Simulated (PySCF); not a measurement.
Compound: C5H10AsN.
Geometry (PBE0-D3(BJ)/def2-SVP, Å), atoms numbered from 1 in this order:
```xyz
17
C5H10AsN angstrom
C     -1.1047   -1.7686    0.9118
C     -1.1986   -0.3593    0.3473
As     0.2625    0.8339    0.9290
C     -0.3043    2.4119   -0.0946
C      1.6258    0.2598   -0.4233
C      2.1777   -1.0455   -0.1380
N      2.5878   -2.1006    0.1107
H     -0.2026   -2.2943    0.5663
H     -1.0763   -1.7583    2.0123
H     -1.9758   -2.3701    0.6088
H     -1.2331   -0.3625   -0.7548
H     -2.1229    0.1351    0.6904
H     -1.1629    2.8733    0.4140
H      0.5119    3.1481   -0.1205
H     -0.5940    2.1523   -1.1238
H      2.4331    1.0083   -0.4120
H      1.1712    0.2616   -1.4265
```

Linear response at PBE0/def2-SVPD (PySCF, frozen core in the response, non-relativistic). The PBE0/def2-SVPD calculation is non-relativistic and has no spin–orbit coupling, an omission that weighs most on arsenic.

Static isotropic polarisability: 96.98 au (14.37 Å³), principal values 79.0, 96.2, 115.8 au.

(1) What is the polarisability at 1064 nm and at the sodium D line?

(2) What is the isotropic C6 coefficient between two such molecules, C6 = (3/π)∫α(iω)² dω?

(3) Which effective excitation energy ω̄ makes London's formula C6 = (3/4)α²ω̄ exact here?

(4) The lowest 6 singlets have (eV, f): 6.00, 0.085; 6.42, 0.062; 6.48, 0.055; 6.79, 0.015; 7.02, 0.067; 7.32, 0.055. What share of the static polarisability do they carry in the sum over states α = Σ f/ω²?

(5) What n − 1 at the D line would an ideal gas of it have at 273.15 K and 1 atm (2.6868 × 10¹⁹ cm⁻³), by n − 1 = 2π·N·α′?

(6) What molar refraction at the D line follows from R = (4π/3)·N_A·α′, with α′ the polarisability volume?

(7) How many electrons N does the Slater–Kirkwood formula C6 = (3/4)·√N·α^(3/2) need to give this C6?

(8) What three-body coefficient follows from the one-pole estimate C9 = (3/4)·α·C6?

## Answers

(1) 97.94 au at 1064 nm (+1.0 %), 100.21 au at 589.3 nm (+3.3 %). The rise at 589.3 nm is 3.39 times that at 1064 nm; a pure ω² law gives 3.26. The lowest singlet lies at 207 nm, shorter than both wavelengths.

(2) 3605 au (Eh·bohr⁶) by a ten-point quadrature over imaginary frequencies, which is 2150 eV·Å⁶ or 208 J·nm⁶/mol.

(3) ω̄ = 4·C6/(3α²) = 0.511 Eh = 13.9 eV. A one-pole form α(ω) = α/(1 − ω²/ω̄²) fitted to the 1064 nm value gives 11.8 eV.

(4) 5.83 au, 6.0 % of α; the largest term, 1.74 au, is that of the state at 6.00 eV. Their oscillator strengths add up to 0.34. Higher states carry the rest.

(5) 25.07 × 10⁻⁴, a formal value whether or not that pressure can be reached.

(6) α′ = 14.85 Å³ gives R = 37.46 cm³/mol, for isolated, non-vibrating species.

(7) N = (4·C6/3)²/α³ = 25.3; the species has 80 electrons in all.

(8) 262000 au. This is an estimate from the two numbers above, not a computed integral.

One conformer stands for the species.
